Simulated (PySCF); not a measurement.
Structure problem from calculated spectra and properties.

Formula: CH9N3O2Si3.

* NMR, other nuclei: isotropic shieldings of nuclei other than C and H, by class: 230 (2 N), 239 (1 N), -153 (1 O), 104 (1 O), 386 (2 Si), 395 (1 Si) ppm [GIAO PBE0/pcSseg-1]
* 13C NMR: chemical shifts (computed TMS as zero) by class: 185.5 (1 C) ppm [GIAO PBE0/pcSseg-1]
* UV, strongest line: among the 10 lowest singlet transitions: S8 at 7.30 eV (170 nm, f = 0.056) [TDDFT wB97X-D/def2-SVPD]
* Dipole: 1.51 D [wB97X-D/def2-SVPD]
* Triplet: lowest triplet excitation (Tamm–Dancoff): 4.48 eV [TDA wB97X-D/def2-SVPD]
* Rotational structure: rotational constants A, B, C: 1.704, 0.703, 0.530 GHz [PBE0-D3(BJ)/def2-SVP]
* Valence photoelectron: vertical ionisation energy: 9.40 eV [ΔSCF wB97X-D/def2-SVPD]
* UV, first state: lowest singlet excitation: 5.11 eV (243 nm, f = 0.003) [TDDFT wB97X-D/def2-SVPD]
* Polarisability: 112.0 au [wB97X-D/def2-SVPD]
* 1H NMR: chemical shifts (computed TMS as zero) by class: 6.13 (1 H), 5.41 (2 H), 5.39 (1 H), 5.27 (2 H), 1.09 (2 H), 0.73 (1 H) ppm [GIAO PBE0/pcSseg-1]

Electronic properties: PySCF, gas phase, density fitting. Levels stand in brackets. One conformer (not necessarily the lowest) at the PBE0-D3(BJ)/def2-SVP geometry, without solvent, vibrations or thermal averaging. Each NMR value is the plain mean over a class of atoms that symmetry, rotation or inversion makes alike.

Q: Propose a structure and show how it fits.

A: Numbering: `[O:1]=[C:2]([OH:3])[SiH:4]1[NH:5][SiH2:6][NH:7][SiH2:8][NH:9]1`. Its formula, CH9N3O2Si3, gives 2 degrees of unsaturation: 1 ring and 1 π bond in the structure found. The one carbon: carbonyl carbon [C2] (185.5 ppm). Hydrogen classes from least to most shielded: 1 H on an acid hydroxyl oxygen, O3 (6.13 ppm), 2 H on 2 SiH2 silicons, Si6/Si8 (5.41 ppm), 1 H on an SiH silicon, Si4 (5.39 ppm), 2 H on 2 SiH2 silicons, Si6/Si8 (5.27 ppm), 2 H on 2 like atoms (nitrogen bridging silicon atoms), N5/N9 (1.09 ppm, a mean of values up to 0.8 ppm apart in this geometry), 1 H on a nitrogen bridging silicon atoms, N7 (0.73 ppm). The other shieldings belong to: 230 ppm, nitrogen bridging silicon atoms [N5/N9]; 239 ppm, nitrogen bridging silicon atoms [N7]; -153 ppm, acid carbonyl oxygen [O1]; 104 ppm, acid hydroxyl oxygen [O3]; 386 ppm, SiH2 silicon [Si6/Si8]; 395 ppm, SiH silicon [Si4]. The first electron is taken from the HOMO, whose largest Löwdin shares are 0.22 on a nitrogen bridging silicon atoms, 0.12 on a nitrogen bridging silicon atoms, 0.09 on an SiH2 silicon and 0.09 on the SiH silicon. The optimised geometry has point group C1 and is an asymmetric top. Structure: `O=C(O)[SiH]1N[SiH2]N[SiH2]N1`. The assignments are read from this structure; whether some other isomer fits the data as well wasn't checked.
